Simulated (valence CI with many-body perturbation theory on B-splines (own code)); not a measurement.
E1 transitions of Se¹⁹⁺

Method: relativistic CI+MBPT: five valence electrons over a frozen Dirac-Fock core [Ne], radial functions for each j: 9 s, 9 p, 8 d, 6 f, 3 g, 1 h, with the one-electron correlation potential Σ1 (screened to all orders), the two-electron term Σ2, the three-electron term Σ3, Breit, model QED; selected single and double excitations, second order for the rest (own B-spline code, finite nucleus).

No measured spectrum was set against this ion. As an estimate, levels of excited configurations hold to 0.05 to 0.15 % of their energy, terms of the ground configuration to about 0.5 %. Among the levels kept, up to 450 cm⁻¹ of a level comes from second order outside the variational space, and about a tenth of that is noise between levels of different J, which matters for small intervals.

Lines 101 to 150 of 173 in falling wavelength, among levels below 1087300 cm⁻¹, chosen from the strongest by gf and those to the six lowest levels. Wavelengths and rates use the calculated energies, so an error of 300 cm⁻¹ moves a line at 15.07 nm by 0.045 % and its rate by three times that or more. Electric multipoles are in the length gauge, E1 and E2 with the static RPA response of the core. Weak lines are less certain than strong ones. Lines between different terms over intervals too small for the method are left out, as are lines whose strength nearly cancels. The highest levels of a list are the least certain.

Names give the largest LS component (configuration and term), which can be under half, so a name can repeat, a term be missing and a line seem to break the LS rules; names also repeat where a configuration has a term twice. Letters in brackets count levels of one name in rising energy.

```
λ vac (nm)                Upper           Lower   A (s⁻¹)  S (a.u.) with core polarisation  S without
     15.07  3s²3p²3d ⁴D_1/2 [b]  3s²3p³ ²D°_3/2  3.97e+09                         1.34e-02   1.38e-02
     14.98  3s²3p²3d ²D_3/2 [a]  3s²3p³ ²P°_3/2  8.63e+07                         5.73e-04   5.90e-04
     14.97         3s3p⁴ ²P_3/2  3s²3p³ ²P°_1/2  2.39e+09                         1.58e-02   1.63e-02
     14.80      3s²3p²3d ⁴D_5/2  3s²3p³ ²D°_3/2  7.96e+08                         7.65e-03   7.84e-03
     14.76      3s²3p²3d ⁴F_5/2  3s²3p³ ⁴S°_3/2  1.81e+09                         1.72e-02   1.76e-02
     14.72  3s²3p²3d ²P_1/2 [a]  3s²3p³ ²P°_3/2  2.33e+10                         7.35e-02   7.57e-02
     14.48      3s²3p²3d ⁴D_7/2  3s²3p³ ²D°_5/2  8.85e+08                         1.06e-02   1.09e-02
     14.47      3s²3p²3d ⁴P_3/2  3s²3p³ ²P°_1/2  2.41e+05                         1.44e-06   1.76e-06
     14.35      3s²3p²3d ⁴P_1/2  3s²3p³ ²P°_1/2  1.74e+09                         5.09e-03   5.25e-03
     14.34  3s²3p²3d ²D_5/2 [a]  3s²3p³ ²P°_3/2  6.06e+09                         5.30e-02   5.45e-02
     14.27      3s²3p²3d ²F_5/2  3s²3p³ ⁴S°_3/2  8.01e+08                         6.89e-03   7.07e-03
     14.21  3s²3p²3d ⁴D_1/2 [a]  3s²3p³ ⁴S°_3/2  1.82e+08                         5.15e-04   5.30e-04
     14.07         3s3p⁴ ²P_3/2  3s²3p³ ²D°_5/2  5.97e+10                         3.29e-01   3.38e-01
     14.04  3s²3p²3d ²D_3/2 [a]  3s²3p³ ²P°_1/2  2.02e+09                         1.11e-02   1.13e-02
     13.98  3s²3p²3d ²D_3/2 [b]  3s²3p³ ²P°_3/2  9.04e+08                         4.88e-03   5.02e-03
     13.98      3s²3p²3d ²G_7/2  3s²3p³ ²D°_5/2  2.92e+09                         3.15e-02   3.23e-02
     13.84      3s²3p²3d ⁴P_5/2  3s²3p³ ²D°_5/2  8.14e+09                         6.39e-02   6.56e-02
     13.83      3s²3p²3d ⁴D_3/2  3s²3p³ ⁴S°_3/2  3.23e+09                         1.69e-02   1.73e-02
     13.83  3s²3p²3d ²D_5/2 [b]  3s²3p³ ²P°_3/2  3.09e+08                         2.41e-03   2.49e-03
     13.81  3s²3p²3d ²P_1/2 [a]  3s²3p³ ²P°_1/2  1.63e+10                         4.24e-02   4.36e-02
     13.80  3s²3p²3d ²P_1/2 [b]  3s²3p³ ²P°_3/2  2.94e+09                         7.61e-03   7.84e-03
     13.72  3s²3p²3d ⁴D_1/2 [b]  3s²3p³ ⁴S°_3/2  4.85e+08                         1.24e-03   1.27e-03
     13.63  3s²3p²3d ²D_5/2 [c]  3s²3p³ ²P°_3/2  3.13e+09                         2.35e-02   2.42e-02
     13.63         3s3p⁴ ²P_3/2  3s²3p³ ²D°_3/2  4.61e+10                         2.30e-01   2.37e-01
     13.63      3s²3p²3d ⁴P_3/2  3s²3p³ ²D°_5/2  1.17e+10                         5.87e-02   6.03e-02
     13.50      3s²3p²3d ⁴D_5/2  3s²3p³ ⁴S°_3/2  4.18e+09                         3.04e-02   3.12e-02
     13.41      3s²3p²3d ⁴P_5/2  3s²3p³ ²D°_3/2  8.07e+09                         5.76e-02   5.91e-02
     13.25  3s²3p²3d ²D_3/2 [a]  3s²3p³ ²D°_5/2  1.06e+10                         4.85e-02   4.99e-02
     13.21      3s²3p²3d ⁴P_3/2  3s²3p³ ²D°_3/2  1.92e+09                         8.73e-03   8.96e-03
     13.16  3s²3p²3d ²D_3/2 [b]  3s²3p³ ²P°_1/2  1.40e+10                         6.28e-02   6.46e-02
     13.12      3s²3p²3d ⁴P_1/2  3s²3p³ ²D°_3/2  6.44e+08                         1.44e-03   1.48e-03
     13.11  3s²3p²3d ²P_3/2 [b]  3s²3p³ ²P°_3/2  6.25e+10                         2.78e-01   2.85e-01
     13.00      3s²3p²3d ²S_1/2  3s²3p³ ²P°_3/2  1.11e+11                         2.40e-01   2.47e-01
     13.00  3s²3p²3d ²P_1/2 [b]  3s²3p³ ²P°_1/2  1.00e+11                         2.18e-01   2.24e-01
     12.86  3s²3p²3d ²D_3/2 [a]  3s²3p³ ²D°_3/2  3.50e+09                         1.47e-02   1.51e-02
     12.75  3s²3p²3d ²D_5/2 [a]  3s²3p³ ²D°_5/2  8.04e+10                         4.94e-01   5.08e-01
     12.67  3s²3p²3d ²P_1/2 [a]  3s²3p³ ²D°_3/2  8.91e+10                         1.79e-01   1.84e-01
     12.52         3s3p⁴ ²P_3/2  3s²3p³ ⁴S°_3/2  1.67e+10                         6.46e-02   6.64e-02
     12.47  3s²3p²3d ²D_3/2 [b]  3s²3p³ ²D°_5/2  2.81e+10                         1.08e-01   1.11e-01
     12.46  3s²3p²3d ²D_3/2 [c]  3s²3p³ ²P°_3/2  4.97e+10                         1.90e-01   1.95e-01
     12.41  3s²3p²3d ²D_5/2 [d]  3s²3p³ ²P°_3/2  1.42e+11                         8.00e-01   8.22e-01
     12.39  3s²3p²3d ²D_5/2 [a]  3s²3p³ ²D°_3/2  1.66e+10                         9.37e-02   9.62e-02
     12.39  3s²3p²3d ²P_3/2 [b]  3s²3p³ ²P°_1/2  5.42e+10                         2.03e-01   2.09e-01
     12.34  3s²3p²3d ²D_5/2 [b]  3s²3p³ ²D°_5/2  4.01e+09                         2.23e-02   2.30e-02
     12.33      3s²3p²3d ⁴P_5/2  3s²3p³ ⁴S°_3/2  1.22e+11                         6.79e-01   6.97e-01
     12.29      3s²3p²3d ²S_1/2  3s²3p³ ²P°_1/2  1.90e+09                         3.49e-03   3.58e-03
     12.19  3s²3p²3d ²D_5/2 [c]  3s²3p³ ²D°_5/2  3.98e+10                         2.14e-01   2.19e-01
     12.16      3s²3p²3d ⁴P_3/2  3s²3p³ ⁴S°_3/2  1.17e+11                         4.15e-01   4.26e-01
     12.12  3s²3p²3d ²D_3/2 [b]  3s²3p³ ²D°_3/2  1.01e+11                         3.54e-01   3.64e-01
     12.08      3s²3p²3d ⁴P_1/2  3s²3p³ ⁴S°_3/2  1.37e+11                         2.39e-01   2.46e-01
```
